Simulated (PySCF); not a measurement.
SMILES OC=[OH+] (charge +1) (B3LYP/def2-SVP optimised geometry):

```
6

O     -0.337    -1.517     0.000
C      0.220    -0.385     0.000
O     -0.471     0.682     0.000
H     -1.322    -1.500     0.000
H      1.322    -0.385     0.000
H      0.044     1.517     0.000
```

Method: B3LYP/def2-TZVP (PySCF).

Question: What are the frontier orbital energies?

Answer: HOMO-2 -18.91 eV, HOMO-1 -18.42 eV, HOMO -17.59 eV, LUMO -8.50 eV, LUMO+1 -5.54 eV.

On the same geometry PBE/def2-TZVP (PySCF 2.14.0) gives HOMO-2 -17.30 eV, HOMO-1 -16.87 eV, HOMO -16.23 eV, LUMO -9.37 eV, LUMO+1 -6.07 eV.

Meta-Löwdin charges at B3LYP/def2-TZVP: O1 -0.27, C2 0.52, O3 -0.30, H4 0.42, H5 0.20, H6 0.43.
